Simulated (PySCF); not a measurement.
# C₆ coefficients of unlike pairs at PBE0

Calculated with PySCF 2.14 from the dipole response of each species, C₆(A,B) = (3/π) ∫ α_A(iu) α_B(iu) du, in atomic units, from isotropic polarisabilities. For ions this is the dispersion term alone; charge-induced terms of lower order in 1/R come first.

```csv
species,configuration,basis,relativity,α (bohr³),C₆ (like pair)
Sb(3+),[Kr] 4d10 5s2 (1S),"aug-cc-pVQZ-PP with one added diffuse shell each of s, p, d, f, g type with ECP28MDF (8s8p6d4f3g)",core potential,10.64,48.57
Zr(3+),[Kr] 4d1 (2D),def2-TZVPPD with the def2 core potential (28 electrons) (6s4p3d2f1g),core potential,5.551,22.69
Kr,[Kr] (1S),aug-cc-pV5Z-PP with ECP10MDF (8s7p6d4f3g2h),core potential,17.45,135.2
Rb+,[Kr] (1S),aug-cc-pVTZ-X2C (8s7p5d2f),spin-free X2C,9.054,52.44
```

(1) Estimate C₆ for Rb+ with Kr.

No spin-orbit coupling is included.

The other pairs:

```json
{"pair": "Zr(3+), Sb(3+)", "C₆": "32.27"}
{"pair": "Rb+, Sb(3+)", "C₆": "49.79"}
{"pair": "Rb+, Zr(3+)", "C₆": "34.14"}
{"pair": "Kr, Zr(3+)", "C₆": "53.43"}
{"pair": "Kr, Sb(3+)", "C₆": "80.79"}
```

Results:

(1) The integral gives 83.21. The combination rule 2 C_A C_B / (C_A α_B/α_A + C_B α_A/α_B) gives 82.81 and the geometric mean 84.20.
